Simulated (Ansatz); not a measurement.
Na2Cl3, relaxed as a doublet with UKS PBE-D4/def2-SVP in Ansatz, starting from the GFN1-xTB geometry. Force threshold 0.02 eV/Å.

The gap within one spin of the charge 0 doublet nearly closes, so an electron or hole may be smeared out by delocalisation error. The relaxation made no stability test and no search for a lower SCF solution. Another isomer (doublet) lies 0.88 eV lower at PBE0-D4/def2-TZVP; other spin states weren't run for this one.

Start:

```
atom   x (Å)   y (Å)   z (Å)
 Na1  -0.538   1.407   2.227
 Na2   0.233  -0.566  -0.834
 Cl3   0.556  -1.706  -2.973
 Cl4  -1.103  -0.773   1.324
 Cl5   0.852   1.638   0.256
```

Estimate the energy that the relaxation releases and the steps that it takes.

9.2 kJ/mol, in 4 steps; 6 s on 4 threads of Arm Neoverse V1 on a shared host. No frequencies were taken in this run, so the end may be a saddle point.

Does the start keep its bonding?

By distances, no bond broke or formed. The bond that changes most is Na2–Cl3, from 2.45 to 2.56 Å (atoms count from 1).

Predict the relaxed structure.


```xyz
5

Na   -0.548    1.422    2.262
Na    0.212   -0.540   -0.840
Cl    0.576   -1.775   -3.054
Cl   -1.171   -0.856    1.382
Cl    0.931    1.750    0.249
```
Bond lengths (bridged metal pairs left out): 5 × Cl–Na 2.52 to 2.64 Å.
